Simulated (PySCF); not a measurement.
Ligands exchanged one at a time, Ga Cl-H. All species are isolated molecules in the gas phase. Strings in code marks are SMILES.

Quantity: vertical ionisation energy (energy after one electron is removed minus that of the parent at the parent's geometry), in eV.

Level 1: B3LYP/6-31G* // PBE-D3(BJ)/def2-TZVP (PySCF)
Level 2: minus the HOMO energy of B3LYP/6-31G* // PBE-D3(BJ)/def2-TZVP (PySCF)
Level 3: minus the HOMO energy of HF/6-31G* // PBE-D3(BJ)/def2-TZVP (PySCF)
Level 4: minus the HOMO energy of SVWN5/6-31G* // PBE-D3(BJ)/def2-TZVP (PySCF)

```json
[
 {"species": "`[Cl][GaH][Cl]`", "level 2": "8.80", "level 3": "12.44", "level 4": "7.81"},
 {"species": "`[Cl][GaH2]`", "level 2": "8.15", "level 3": "11.59", "level 4": "7.15"},
 {"species": "`[GaH3]`", "level 2": "8.40", "level 3": "11.63", "level 4": "7.40"}
]
```

### Question
What does level 1 give for each, and how far do the other levels lie from it on average?

### Answer

- `[Cl][GaH][Cl]`: 11.29
- `[Cl][GaH2]`: 10.78
- `[GaH3]`: 11.27
Mean absolute difference from level 1, which has limits of its own, over these rows (drawn at random from the members that have all these levels): level 2 2.66 eV, level 3 0.77 eV, level 4 3.66 eV.
